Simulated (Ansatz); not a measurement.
`C[Si](F)(Cl)I` + HCl → `F[Si](Cl)(Cl)I` + CH₄ at 500 K and 1 bar (ligand exchange at the Si–C bond).

Program: Ansatz. Geometries: PBE0-D4/def2-TZVP. ΔE: electronic, gas phase. CCSD(T)/CBS is the MP2 limit (def2-TZVPP, def2-QZVPP) plus CCSD(T) − MP2 in def2-TZVPP, frozen cores. This one scheme is used for every species. Elements past krypton have def2 core potentials. For I outer-core shells are correlated without core-valence functions, which leaves a few kJ/mol of doubt a bond.

```tsv
species	CCSD(T)/CBS energy (Eh)	H − E (kJ/mol)	S (J/(mol·K))
`C[Si](F)(Cl)I`	-1186.13105	157.3	427.4
HCl	-460.38127	32.5	201.9
`F[Si](Cl)(Cl)I`	-1606.08071	59.1	410.5
CH₄	-40.46206	135.6	206.8
```

H − E and S are ideal-gas, rigid-rotor, harmonic terms from PBE0-D4/def2-TZVP, for one conformer and one mirror image of each species. 1 Eh = 2625.50 kJ/mol, R = 8.31446 J/(mol·K).

Q: By hand: ΔE, ΔH, ΔS and ΔG.

A: ΔE = (-1606.08071) + (-40.46206) − (-1186.13105) − (-460.38127) = -0.03045 Eh = -79.9 kJ/mol. Δ(H − E) = 59.1 + 135.6 − 157.3 − 32.5 = 4.9, so ΔH = -75.0 kJ/mol. ΔS = 410.5 + 206.8 − 427.4 − 201.9 = -12.0 J/(mol·K). ΔG = -75.0 − 500 × (-12.0)/1000 = -69.0 kJ/mol.

Q: By hand: the equilibrium constant, and the temperature at which ΔG would vanish if ΔH and ΔS stayed fixed.

A: log₁₀ K = −ΔG/(RT ln 10) = 7.2. ΔG = 0 at ΔH/ΔS = 6250 K, far beyond where these terms or the molecules hold.

The number of gas molecules stays the same, so ΔS is small and ΔH decides. A doubt of 5 kJ/mol in ΔE shifts log₁₀ K by 0.5 here. Other conformers and mirror images would add mixing entropy, several J/(mol·K) or more a flexible species. These are equilibria of isolated gas molecules and say nothing of rates. Largest T1 diagnostic: 0.009 (customary marks: 0.02 for closed shells, 0.045 for open ones).
